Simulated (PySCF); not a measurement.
NMR data simulated for an unnamed compound:

1H NMR (300 MHz, computed): δ 6.76 (s, 1H), 4.22 (s, 3H), 3.84 (t, 3H), 2.12 (s, 3H), 2.03 (q, 2H).

13C{1H} NMR (computed): δ 150.5 (C), 135.5 (C), 83.4 (CH), 21.0 (CH3), 20.2 (CH2).

- σ from GIAO-PBE0/pcSseg-1
- GFN2-xTB geometry
- run in PySCF 2.14.0 with density-fitted response routines
- no relativistic terms, no solvent, one averaged value for each set of equivalent atoms, single conformer

References, each an isolated molecule treated in the same way: 1H (σ = 31.72 ppm) and 13C (σ = 186.93 ppm) against TMS.

**Question.** Which of these does the molecule contain: an OH group, a Si–H bond, an N-methyl group, a non-aromatic C=C double bond, an amide?

**Answer.** 
- An OH group: no.
- A Si–H bond: yes (δH 4.22 (s)).
- An N-methyl group: no.
- A non-aromatic C=C double bond: yes.
- An amide: no.

The data belong to `C/C(=C(\[SiH3])C[SiH3])C(Cl)Cl`, C5H12Cl2Si2; they needn't prove each group on their own.

Carbon signals by region: 2 in the sp2 and nitrile region (100–160 ppm), 1 at 50–100 ppm, 2 below 50 ppm.

Carbons that carry Cl, above all several Cl atoms, come out too deshielded, partly because spin–orbit coupling is missing. Shifts are as computed. Against solution values, carbons near 30 ppm lie about +3 ppm off and those near 130 ppm about +5 ppm; carbons on Cl a further +6 ppm. Of 1309 compounds with measured shifts, 239 miss one by over three times the rms of a fit or turn the order of signals round; such compounds aren't used in these exercises. No couplings were computed; multiplicities are counted from neighbouring protons, with m where these are inequivalent, close in shift, in a saturated or five-membered ring or joined by F or P, and br s for small geminal =CH2 splittings.
